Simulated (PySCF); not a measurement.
C2H6AlFO2. Atoms are numbered in the order given.

```xyz
12

Al     0.2367     0.2629     0.2715
F      0.7895     1.6150     1.0509
O     -0.9998     0.3713    -0.8599
C     -1.8212     1.3309    -1.4387
H     -1.6286     2.3502    -1.0569
H     -1.6810     1.3524    -2.5338
H     -2.8837     1.0980    -1.2485
O      0.9476    -1.2083     0.6470
C      0.8258    -2.5419     0.2760
H      0.0512    -2.7059    -0.4954
H      1.7829    -2.9207    -0.1238
H      0.5658    -3.1647     1.1500
```
Charge 0, spin multiplicity 1.

Geometry: PBE0-D3(BJ)/def2-SVP. The structure was generated by enumeration; whether it is a known compound was not checked. The values are those of a single conformer.

These are PySCF with TDDFT-ωB97X/def2-SVPD values and carry that method's errors.

Vertical excitations. The molecule is in vacuum.

| state | energy (eV) | λ (nm) | f | main pairs |
|---|---|---|---|---|
| S1 | 6.70 | 185 | 0.000 | HOMO→LUMO 84 % |
| S2 | 7.09 | 175 | 0.004 | HOMO−1→LUMO 74 % |
| S3 | 7.19 | 172 | 0.014 | HOMO−2→LUMO 74 % |
| S4 | 7.22 | 172 | 0.034 | HOMO−3→LUMO 84 % |
| S5 | 8.40 | 148 | 0.006 | HOMO−1→LUMO+1 72 %, HOMO−2→LUMO+1 20 % |
| S6 | 8.42 | 147 | 0.149 | HOMO→LUMO+1 89 % |
| S7 | 8.46 | 147 | 0.000 | HOMO−2→LUMO+1 72 %, HOMO−1→LUMO+1 19 % |
| S8 | 8.81 | 141 | 0.042 | HOMO−3→LUMO+1 88 % |
| S9 | 8.84 | 140 | 0.012 | HOMO→LUMO+3 36 %, HOMO→LUMO+2 33 %, HOMO−3→LUMO+3 21 % |
| S10 | 8.92 | 139 | 0.075 | HOMO−3→LUMO+2 42 %, HOMO→LUMO+3 26 %, HOMO→LUMO+2 21 % |
| T1 | 6.53 | 190 | 0 | HOMO→LUMO 81 % |
| T2 | 6.87 | 180 | 0 | HOMO−1→LUMO 70 %, HOMO−2→LUMO 11 % |
| T3 | 6.94 | 179 | 0 | HOMO−2→LUMO 71 % |
| T4 | 7.02 | 177 | 0 | HOMO−3→LUMO 80 % |
Triplets are in the Tamm–Dancoff approximation, which puts them higher than full response would, so one can lie above its singlet here.
